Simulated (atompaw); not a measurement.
## Cr: one change to a PAW (atompaw) potential, before and after

```
Element                 : Cr (Z = 24)
Generator               : atompaw 4.2.0.5
Type                    : PAW
Functional              : PBEsol
Relativity              : scalar-relativistic
Frozen core             : [Ar]
Valence charge          : 6
Reference configuration : 3d5 4s0 4p0 (charge +1)
Partial waves           : 4s (bound, empty): rc 2.60 bohr; 4s channel at -0.3 Ry: rc 2.60 bohr; 4p (bound, empty): rc 2.60 bohr; 4p channel at 0.05 Ry: rc 2.60 bohr; 3d (bound): rc 1.55 bohr; 3d channel at 2.95 Ry: rc 2.60 bohr
Local potential         : bessel scheme, radius 2.45 bohr
Core correction         : smooth core density matched at 1.70 bohr
Augmentation charge     : sinc compensation charge, radius 2.30 bohr; PAW radius 2.60 bohr; waves and projectors: custom rrkj vanderbiltortho
```

Change: all radii scaled by about 0.81 (s 2.12, p 2.12, d 1.26 bohr); local potential bessel scheme, radius 2.00 bohr; augmentation sinc compensation charge, radius 1.88 bohr; PAW radius 2.12 bohr; waves and projectors: custom rrkj vanderbiltortho; core correction smooth core density matched at 1.38 bohr.

Cutoffs: the cutoffs (Ry, on a coarse ladder) from which the occupation-weighted sum of valence levels, in a spherical-Bessel basis at the reference potential, stays within 10 and 1 mRy of its value at 400 Ry; they do not see the model core or the augmentation charge, which bear on the density cutoff.

Task: What does the change do?

Result: The potential gets harder (40 Ry and 70 Ry → 70 Ry and 110 Ry); a bound ghost appears in p, s, which as a rule spoils a file. A smaller radius makes the pseudo-wave follow the all-electron one further in, where it bends more sharply, so more plane waves are needed.

```csv
quantity,base,changed
"cutoff, loose",40 Ry,70 Ry
"cutoff, tight",70 Ry,110 Ry
bound ghosts,none,"p, s"
lowest overlap eigenvalue by channel,"s 0.43, p 0.66, d 0.68","s 0.60, p 0.78, d 0.64"
```

 A true bound ghost makes a file unfit for plane-wave use even where its test errors are small: the radial tests pick states by their node count and pass the ghost by. The cutoffs see the waves, projectors and local potential, not the compensation charge or the core.
